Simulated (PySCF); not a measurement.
## Dipole moment and polarisability of `CC/C=C/CO[SiH3]`

Compound: C₅H₁₂OSi.
Numbering: `[CH3:1][CH2:2]/[CH:3]=[CH:4]/[CH2:5][O:6][SiH3:7]` (hydrogens: H8, H9, H10 on C1; H11, H12 on C2; H13 on C3; H14 on C4; H15, H16 on C5; H17, H18, H19 on Si7)

Geometry (GFN2-xTB, Å), atoms numbered from 1 in this order:
```xyz
19
C5H12OSi angstrom
C     -3.1069    0.9744    0.1603
C     -2.4507   -0.2683   -0.4422
C     -1.1253   -0.5334    0.1965
C      0.0329   -0.5493   -0.4405
C      1.3559   -0.8016    0.2130
O      2.2374    0.2421   -0.0973
Si     3.7738    0.4583    0.3549
H     -3.2356    0.8541    1.2337
H     -4.0832    1.1447   -0.2872
H     -2.4867    1.8502   -0.0154
H     -2.3253   -0.1361   -1.5178
H     -3.1050   -1.1297   -0.2790
H     -1.1553   -0.7156    1.2638
H      0.0863   -0.3534   -1.5028
H      1.7772   -1.7498   -0.1525
H      1.2389   -0.8816    1.3008
H      4.0374    1.7193   -0.3162
H      4.6254   -0.6442   -0.1064
H      3.8992    0.5293    1.8149
```

Level: B3LYP/def2-SVPD (PySCF), static field, nuclei fixed, core orbitals frozen in the response. The polarisability tensor in these axes (au):

```
x   122.38  -1.96  -1.74
y    -1.96  81.00   0.16
z    -1.74   0.16  81.61
```

Question: Diagonalise the tensor; give its mean and Δα, where Δα² is half the sum of the squared differences of the eigenvalues.

Answer: Principal values 80.90, 81.54 and 122.55 au; mean 94.99 au = 14.08 Å³ = 15.66 × 10⁻⁴⁰ C²·m²/J; Δα = 41.33 au (44 % of the mean).

Question: What is the dipole moment, and where does it point?

Answer: (-0.70, -0.80, 0.41) D, 1.14 D in size, pointing from the negative to the positive side. Measured along this direction, the outermost atoms are H17 at the negative end and H12 at the positive end.

Question: How large is μ²/3kT at 400 K beside α?

Answer: In Gaussian units μ²/3kT = 7.84 Å³ against 14.08 Å³, a ratio of 0.56; the Debye molar polarisation (4π/3)N_A(α + μ²/3kT) is 55.3 cm³/mol, leaving out the vibrational part.

Question: What would n − 1 = 2πNα be for an ideal gas of these molecules at 400 K and 1 atm, electronic part alone?

Answer: N = p/kT = 1.8347 × 10¹⁹ cm⁻³, so n − 1 = 2π × N × 14.08 × 10⁻²⁴ cm³ = 1623 × 10⁻⁶ at long wavelengths.

Question: Directions of the eigenvectors, and the extent of the frame along each?

Answer: Largest value along (1.00, -0.05, -0.04), where the nuclei span 8.77 Å; middle along (0.05, 0.11, 0.99), 3.68 Å; least along (0.04, 0.99, -0.12), 3.56 Å. 

Question: Find the Langevin capture rate constant for NO+ (29.998 u) meeting this molecule (116.066 u), k = 2.342 × 10⁻⁹ cm³/s × √(α in Å³ / reduced mass in u).

Answer: The reduced mass is 23.84 u, so k = 1.80 × 10⁻⁹ cm³/s. The formula leaves out the permanent dipole, which adds to the capture rate.

The structure is a single GFN2-xTB conformer in the gas phase; no vibrational or solvent corrections.

These values come from a run that also computed excited states. The run took 2.2 min wall (grids of density and orbitals included) on one thread, Intel Xeon at 2.50 GHz (x86_64), no GPU (shared host), and the process peaked at 0.96 GiB of memory.
